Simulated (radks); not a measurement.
The numbers below are computed, except where a source is named.
Dipole-allowed excitations along the series with 46 electrons in [Kr] 4d10. Level of theory: scalar-relativistic Kohn-Sham, PBE, spin-unpolarised, spherical densities, finite nucleus; Fermi nuclear charge, rms radius of each element as measured or else 0.836 A^(1/3) + 0.57 fm (a radial shooting solver on a logarithmic mesh with Libxc functionals). Time-dependent linear response with the Hartree and adiabatic LDA kernel, continuum included through the Sternheimer equations, no spin-orbit coupling, so fine structure and intercombination lines are absent. Lines are the poles of the dipole polarisability below minus the highest occupied eigenvalue, found on a grid refined at the orbital gaps; the lowest seven at most are given, and weak or close lines can be missed. The first line takes the name of the lowest orbital gap if no other gap lies below it; otherwise a line is named after a gap within 0.6 % of it, if that gap stands alone.

species  -e(HOMO) (eV)  lowest orbital gap (eV)      first line (eV)     f  strongest line (eV)  its f  static alpha (bohr^3)
Nd14+           375.45             4d-4f 123.90  151.00 (unassigned)  2.11  154.48 (unassigned)   6.73                 0.3190
Pm15+           416.46             4d-4f 129.93  161.73 (unassigned)  8.21            the first   8.21                 0.2797

Estimate the first line of Sm16+, its oscillator strength and the static polarisability.

Answer. 169.08 eV (4d-4f), f = 7.57, alpha = 0.2469 bohr^3.
